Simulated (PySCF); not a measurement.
Ligands exchanged one at a time, Ga F-SH. Gas-phase values, no solvent. One relaxed conformer stands for each flexible species; it need not be the lowest. Strings in code marks are SMILES.

Calculation: PBE-D3(BJ)/def2-TZVP // CAM-B3LYP-D3(BJ)/def2-TZVP (PySCF). Excitations are Tamm–Dancoff values on a coarser integration grid. The basis has no diffuse functions, so Rydberg states are missing or too high.

```json
[
 {"species": "0 of 3 F replaced by SH (`[Ga]([F])([F])[F]`)", "S1 excitation (TDA) (eV)": "6.45", "T1 excitation (TDA) (eV)": "6.12"},
 {"species": "1 of 3 F replaced by SH", "S1 excitation (TDA) (eV)": "4.91", "T1 excitation (TDA) (eV)": "4.51"},
 {"species": "2 of 3 F replaced by SH", "S1 excitation (TDA) (eV)": "…", "T1 excitation (TDA) (eV)": "4.44"},
 {"species": "3 of 3 F replaced by SH (`[SH][Ga]([SH])[SH]`)", "S1 excitation (TDA) (eV)": "…", "T1 excitation (TDA) (eV)": "4.46"}
]
```

Question: Some entries are withheld; supply them.

Answer: 
- 2 of 3 F replaced by SH, S1 excitation (TDA) (eV): 4.73
- 3 of 3 F replaced by SH (`[SH][Ga]([SH])[SH]`), S1 excitation (TDA) (eV): 4.69
